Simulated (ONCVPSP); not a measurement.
# Which change was made? (Si, ONCV)

```json
{"Element": "Si", "Generator": "ONCVPSP 4.0.1", "Type": "optimised norm-conserving Vanderbilt (ONCV)", "Functional": "PBEsol", "Relativity": "scalar-relativistic", "Frozen core": "[Ne]", "Valence charge": "4", "Reference configuration": "3s2 3p1.75 (charge +0.25)", "Partial waves": "3s: rc 1.95 bohr, ncon 4, nbas 8, qcut 3.5 1/bohr, 2 projectors, debl 2.3 Ha; 3p: rc 1.50 bohr, ncon 4, nbas 8, qcut 5.6 1/bohr, 1 projector", "Local potential": "polynomial inside 1.25 bohr (lpopt 5, dvloc0 -1 Ha)", "Core correction": "Teter function, fcfact 3.75, rcfact 1.8"}
```

Cutoffs, loose and tight: the cutoffs (Ha) at which the residual kinetic energy of the hardest occupied pseudo-wave falls to 1 and 0.1 mHa per electron. They do not see the model core or the augmentation charge, which bear on the density cutoff. Test errors are all-electron minus pseudo excitation energies from the reference, over the configurations 3s2 3p2; 3s2 3p1; 3s2 3p0; 3s1 3p0; variants that change the core or the reference have their own tests.

The base gives: outcome: generated; cutoff, loose: 7.4 Ha; cutoff, tight: 59 Ha; bound ghosts: none; GHOST(+) flags above zero: s; largest test error (meV): -329.

(1) After one change the result is: outcome: generated; cutoff, loose: 7.4 Ha; cutoff, tight: 57 Ha; bound ghosts: none; GHOST(+) flags above zero: s; largest test error (meV): -23. Which change was it?
A. s: rc 2.4
B. core correction Teter function, fcfact 3.75, rcfact 1.04
C. reference 3s1.5 3p2.5
D. s: qcut 2.9; p: qcut 4.6

## Answers

(1) C. The others give: core correction Teter function, fcfact 3.75, rcfact 1.04 → outcome: generated; cutoff, loose: 7.4 Ha; cutoff, tight: 59 Ha; bound ghosts: none; GHOST(+) flags above zero: s; largest test error (meV): +26 | s: rc 2.4 → outcome: generated; cutoff, loose: 5.0 Ha; cutoff, tight: 59 Ha; bound ghosts: none; GHOST(+) flags above zero: s; largest test error (meV): -362 | s: qcut 2.9; p: qcut 4.6 → outcome: generated; cutoff, loose: 22 Ha; cutoff, tight: 77 Ha; bound ghosts: none; GHOST(+) flags above zero: s; largest test error (meV): -337.
